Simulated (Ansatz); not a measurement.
```yaml
atoms:
  - { symbol: C, position_ang: [-0.0097, -0.0501, -0.7208] }
  - { symbol: N, position_ang: [0.0300, -0.1536, 0.7186] }
  - { symbol: H, position_ang: [0.0251, 0.9118, 1.1483] }
  - { symbol: H, position_ang: [0.0198, -1.0526, -1.2478] }
  - { symbol: H, position_ang: [-0.1043, 0.8206, -1.2424] }
```

Basis set: cc-pVDZ (spherical functions). Correlated methods keep 2 orbitals frozen. Charge 0, multiplicity 1.

Computed with Ansatz (development build ahead of 0.2.0); each method stands on the lowest determinant of its kind that the runs found. Restricted open shells among the atoms or ions are ROHF, correlated in semicanonical orbitals with singles.

Problem. Give the atomization energy at this shape (free ground-state atoms in the same class of orbitals less the molecule, no zero-point energy) of singlet CH3N by RHF-MP2, RHF.

Solution.

| method | atomization energy |
| --- | --- |
| RHF-MP2 | 381.91 kcal/mol |
| RHF | 259.52 kcal/mol |

Caution: no unrestricted run beside it, a lower state can exist; the shape is not the minimum.
